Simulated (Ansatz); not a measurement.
Reaction (ligand exchange at the Si–N bond): `FCN[SiH3]` + `CO[SiH](O)O` → `CO[SiH](O)O[SiH3]` + `NCF`

Gas-phase electronic energies from Ansatz, PBE0-D4/def2-TZVP geometries. CCSD(T)/CBS is the MP2 limit (def2-TZVPP, def2-QZVPP) plus CCSD(T) − MP2 in def2-TZVPP, frozen cores. DFT in def2-TZVPP. B3LYP here is the variant with VWN-RPA as its local correlation; programs differ in this. One conformer a species, not always the lowest.

| level | ΔE (kJ/mol) | difference from CCSD(T)/CBS |
| --- | --- | --- |
| r2SCAN-D4 | -63.7 | 0.0 |
| PBE0-D4 | -60.2 | 3.5 |
| B3LYP-D4 | -66.3 | -2.6 |
| ωB97X-V | -63.1 | 0.6 |
| ωB97M-V | -62.1 | 1.6 |
| B2PLYP | -64.8 | -1.1 |
| r2SCAN | -63.0 | 0.7 |
| B3LYP | -64.6 | -0.9 |
| HF/def2-TZVPP | -77.2 | -13.5 |
| SCS-MP2/def2-TZVPP | -65.5 | -1.8 |
| CCSD/def2-TZVPP | -65.3 | -1.6 |
| CCSD(T)/def2-TZVPP | -63.4 | 0.3 |
| SCS-MP2/def2-QZVPP | -66.1 | -2.4 |
| HF/CBS(def2) | -78.8 | -15.1 |
| MP2/CBS(def2) | -63.0 | 0.7 |
| CCSD/CBS(def2) | -65.6 | -1.9 |
| CCSD(T)/CBS | -63.7 | 0 |

Largest T1 diagnostic among the species: 0.011.

In def2-TZVPP, CCSD(T) changes the Hartree–Fock value by +13.8 kJ/mol (the triples alone add +1.9 kJ/mol) and MP2 by +14.6 kJ/mol. From PBE to PBE0 (25 % exact exchange), in def2-TZVPP and without D4, ΔE moves by −3.6 kJ/mol.
